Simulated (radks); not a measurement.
Species: the silicon ion Si+. Configuration: [Ne] 3s2 3p1. Method: non-relativistic Kohn-Sham, r2SCAN, spin-polarised, spherical densities, point nucleus; open shells are filled with parallel spins first; meta-GGA in the generalised Kohn-Sham scheme; computed with a radial shooting solver on a logarithmic mesh with Libxc functionals. Some entries of the table are withheld. Estimate them.

orbital  occ.  eigenvalue (hartree)  <1/r> (bohr^-1)
1s up       1             -66.22891            13.57
1s down     1             -66.22418            13.57
2s up       1                   (1)            2.581
2s down     1                   (2)            2.579
2p up       3                   (3)            2.460
2p down     3                   (4)            2.459
3s up       1              -0.73201           0.6452
3s down     1              -0.67888           0.6496
3p up       1              -0.44775           0.5433
3p down     0              -0.39628           0.5461

Answer. 
(1) 2s up eigenvalue (hartree): -5.59981
(2) 2s down eigenvalue (hartree): -5.59646
(3) 2p up eigenvalue (hartree): -3.94286
(4) 2p down eigenvalue (hartree): -3.93668
